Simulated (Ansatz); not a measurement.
Cu3S2. The state is a doublet with charge 0. Geometry r2SCAN-D4/def2-SVP, basis def2-TZVP, Ansatz.

Cartesian coordinates in Å:
```
Cu 1.587 0.641 -0.201
Cu -0.733 1.512 -0.378
Cu -0.317 -0.801 0.215
S -2.267 0.069 0.007
S 1.731 -1.421 0.356
```

| run | HOMO (eV) | LUMO (eV) |
| --- | --- | --- |
| A | -6.26 | -4.30 |
| B | -5.60 | -4.98 |
| C | -5.76 | -5.30 |
| D | -6.67 | -3.43 |

No other spin state of charge 0 was run. Another isomer (doublet) lies 1.35 eV lower at PBE0-D4/def2-TZVP; other spin states weren't run for this one.

HOMO and LUMO are taken over both spins.

The runs used BHLYP, LDA (SPW92), PBE, PBE0. Estimate which is which.

A PBE0 (25 % exact exchange); B PBE (0 % exact exchange); C LDA (SPW92) (0 % exact exchange); D BHLYP (50 % exact exchange). Exact exchange lowers occupied and raises empty levels; among semilocal functionals meta-GGAs tend to open the gap a little, and such runs are hard to tell apart. The gap grows from 0.47 eV (LDA (SPW92)) to 3.24 eV (BHLYP).
